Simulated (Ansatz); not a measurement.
Start from `F[SiH](F)[SeH]` and change one element to get `O[SiH](F)F`.

Ansatz, PBE0-D4/def2-TZVP geometries, multiplicity 1. Each molecule was computed in one conformer, which needn't be the lowest.

Scalar relativity is left out up to krypton.

```tsv
property	`F[SiH](F)[SeH]`
HOMO energy (B3LYP/def2-TZVPP) / eV	-7.50
size of the dipole moment (ωB97M-V/def2-TZVPP) / D	0.86
LUMO energy (PBE/def2-TZVPP) / eV	-1.29
HOMO energy (PBE0/def2-TZVPP) / eV	-7.76
HOMO energy (ωB97M-V/def2-TZVPP) / eV	-9.93
size of the dipole moment (PBE/def2-TZVPP) / D	0.84
```

**Question.** Give the same properties after the change, and the shifts. (Estimate.)

**Answer.** Ansatz gave: 
```csv
property,`O[SiH](F)F`,shift
HOMO energy (B3LYP/def2-TZVPP) / eV,-10.06,-2.56
size of the dipole moment (ωB97M-V/def2-TZVPP) / D,1.20,0.34
LUMO energy (PBE/def2-TZVPP) / eV,-0.34,0.95
HOMO energy (PBE0/def2-TZVPP) / eV,-10.36,-2.60
HOMO energy (ωB97M-V/def2-TZVPP) / eV,-12.87,-2.94
size of the dipole moment (PBE/def2-TZVPP) / D,1.19,0.35
```

With PBE0 the HOMO falls by 2.60 eV and the LUMO rises by 0.95 eV, so the gap widens by about 3.55 eV. PBE moves the HOMO by -1.95 eV and ωB97M-V by -2.94 eV. Dipoles are sizes alone; their direction can turn.

B3LYP here is the variant with VWN-RPA as its local correlation; programs differ in this.

Spin–orbit coupling is left out; it splits and shifts lone-pair levels of the heavy atoms by tenths of an eV.
